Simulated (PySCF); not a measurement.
These compounds are isomers of formula C5H7NO2.

A. SMILES C=C(C(C)=O)C(N)=O
B. SMILES C=CO/C=C\C(N)=O
C. `CO[C@@]1(C)O[C@H]1C#N`

Spectrum 1. $^{1}$H NMR (300 MHz, computed): δ 8.91 (br, 1H), 8.08 (br s, 1H), 6.95 (br s, 1H), 4.96 (br, 1H), 2.53 (s, 3H). $^{13}$C{$^{1}$H} NMR (computed): δ 205.5 (C), 164.1 (C), 152.2 (CH2), 142.7 (C), 29.6 (CH3).

Spectrum 2. $^{1}$H NMR (300 MHz, computed): δ 3.69 (s, 3H), 2.62 (s, 1H), 1.58 (s, 3H). $^{13}$C{$^{1}$H} NMR (computed): δ 120.9 (C), 85.6 (C), 54.1 (CH3), 46.6 (CH), 18.7 (CH3).

Spectrum 3. $^{1}$H NMR (300 MHz, computed): δ 6.63 (m, 1H), 6.61 (br, 1H), 6.57 (d, 1H), 5.09 (d, 1H), 5.03 (m, 1H), 4.73 (br, 1H), 4.68 (m, 1H). $^{13}$C{$^{1}$H} NMR (computed): δ 164.8 (C), 157.3 (CH), 154.7 (CH), 111.7 (CH), 99.7 (CH2).

Level of theory: shieldings: GIAO PBE0/pcSseg-1, coordinates at the GFN2-xTB level, in PySCF (in vacuum, relativity neglected, a single conformation, rapidly exchanging positions averaged).

Chemical shifts δ = σref − σ; TMS for $^{1}$H (31.72 ppm), $^{13}$C (186.93 ppm), all at this level. Where no couplings were computed, multiplicities follow the n + 1 count of equivalent neighbours, and m marks all less simple cases (inequivalent or close neighbours, rings, F or P nearby). Acid and N–H amide carbonyl carbons lie up to 10 ppm further downfield in solution (hydrogen bonding). Shifts are as computed. Against solution values, carbons near 30 ppm lie about +3 ppm off and those near 130 ppm about +5 ppm (rms about the fit 2.1 ppm; single classes can miss by 10 ppm). Of 1328 compounds with measured shifts, 309 miss one by over three times the rms of a fit or turn the order of signals round; such compounds aren't used in these exercises. Signals without a measured value on file couldn't be tested in this way; 1H shifts scatter by 0.2 ppm about their fit, and single ones miss by 0.5 ppm. Groups on amide-type nitrogens are kept apart (slow C–N rotation). OH and NH positions are gas-phase values without hydrogen bonding to other molecules.

Which spectrum belongs to which compound?

## Answers

1–A, 2–C, 3–B.

- Spectrum 1 (A): 5 $^{13}$C signals; δC 205.5 is a ketone carbonyl carbon; δC 164.1 is an amide carbonyl carbon.
- Spectrum 2 (C): 5 $^{13}$C signals; δC 120.9 is a nitrile carbon; δC 85.6 is an epoxide ring carbon.
- Spectrum 3 (B): 5 $^{13}$C signals; δC 164.8 is an amide carbonyl carbon; δC 157.3 is an alkene carbon bearing oxygen.
